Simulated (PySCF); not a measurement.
## Sb(46+): ionisation energy

Sb(46+) [He] 2s2 2p1 [2p1/2^1, M_J = 1/2] → Sb(47+) [He] 2s2, as a difference of total energies. Calculation: PySCF 2.14, in an uncontracted even-tempered set (17 s from 25 bohr⁻², ratio 2.4; 12 p from 33 bohr⁻², ratio 2.4; 5 d from 110 bohr⁻², ratio 2.6; 4 f from 160 bohr⁻², ratio 2.6); the two-component X2C-1e Hamiltonian. Correlated levels: nothing frozen; the 32 highest virtual spinors dropped. "Screened" scales the spin-orbit matrix elements by Boettger's factors to mimic the two-electron term; Breit and QED terms are absent.

```tsv
method	ionisation energy (eV)
GHF (spin-free)	7950.6
GMP2 (spin-free)	7949.9
GHF (screened spin-orbit)	8146.9
GMP2 (screened spin-orbit)	8145.2
```

For this ion Breit and QED terms and the two-electron picture change, all absent here, outweigh the correlation shift from GHF to GMP2.

The spin-free rows lack the spin-orbit shift.

For comparison: 8140 ± 4 eV (theoretical estimate listed by NIST; NIST Atomic Spectra Database, ionization energies).
